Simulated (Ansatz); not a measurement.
Basis sets compared for [ReNF4]2- (ReNF4²⁻). Total charge -2; singlet. Geometry PBE0-D4/def2-SVPD. Ansatz on 4 threads of Arm Neoverse V1 on a shared host; times are rough, and most runs start from earlier orbitals.

```xyz
6

Re    0.1659    0.0099    0.0379
N     1.7748    0.1055    0.4055
F    -0.3791   -1.9467   -0.0751
F    -0.0569   -0.0400   -1.9834
F    -0.5909    1.8890   -0.1464
F    -0.9139   -0.0177    1.7615
```

In the def2 sets Re takes a core potential; there is no spin–orbit coupling. A multiply charged anion in the gas phase is held together partly by the finite basis. Removing one electron lowers the energy by 3.19 eV at PBE0-D4/def2-TZVPD, so it isn't bound. At PBE-D4/def2-SVPD, PBE-D4/def2-TZVPD, PBE0-D4/def2-SVPD, PBE0-D4/def2-TZVPD the highest occupied level of the charge -2 singlet lies above zero (up to 6.78 eV). By energy differences it is unbound by 3.53 eV (vertical, to the charge -1 doublet, at PBE-D4/def2-TZVPD) and held by the finite basis.

```json
{"level": "PBE-D4/def2-SVPD", "functions": "147", "energy (Eh)": "-531.8661", "HOMO (eV)": "6.74", "LUMO (eV)": "7.66", "wall time": "1.8 s"}
{"level": "PBE0-D4/def2-SVPD", "functions": "147", "energy (Eh)": "-531.7748", "HOMO (eV)": "5.06", "LUMO (eV)": "8.27", "wall time": "2.1 s"}
```

Problem. Estimate the rows for PBE-D4/def2-TZVPD, PBE0-D4/def2-TZVPD.

Solution. 
```csv
level,functions,energy (Eh),HOMO (eV),LUMO (eV),wall time
PBE-D4/def2-TZVPD,240,-532.3959,6.78,7.02,3.2 s
PBE0-D4/def2-TZVPD,240,-532.3068,5.15,7.36,4.2 s
```
